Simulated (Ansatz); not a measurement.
A run for Ansatz (a first-principles code): R-r2SCAN/def2-TZVPP on hydrogen telluride (SMILES [TeH2]), atoms moved off the minimum. Elements past Kr take the def2 small-core potentials; no spin–orbit coupling.

Ansatz 0.2 input:
```yaml
crystal:
  periodic: [false, false, false]
  atoms:
    - {symbol: Te, position_ang: [0.03003342, -0.05316904, 0.00599500]}
    - {symbol: H, position_ang: [-1.17138796, -1.16491801, -0.09123966]}
    - {symbol: H, position_ang: [1.27629696, -1.14527873, 0.03800299]}
basis:
  gaussian:
    orbitals: def2-TZVPP
hamiltonian:
  xc: {name: r2SCAN}
scf: {lower_state_search: off}
output: {forces: true}
```

The head of its log:

```
WARN ansatz: RAYON_NUM_THREADS=1 ignored (pool sized by the plan → 1); use --threads N
Functional definition: r2SCAN
these checks for a lower state are left out or cut short: stability, starts, cluster_reference, orbital_swaps, neighbouring_geometries, increment
integrals: 0.01 GiB planned
504 factors; their error is unknown
mean field: 0.15 GiB planned
mean field evaluation 1: about -7328.2887 eV, gradient 7.9e0 eV
mean field evaluation 2: about -7328.3575 eV, gradient 8.7e0 eV
```

Task: What total energy does the run end on?

Result: -269.3126 hartree.
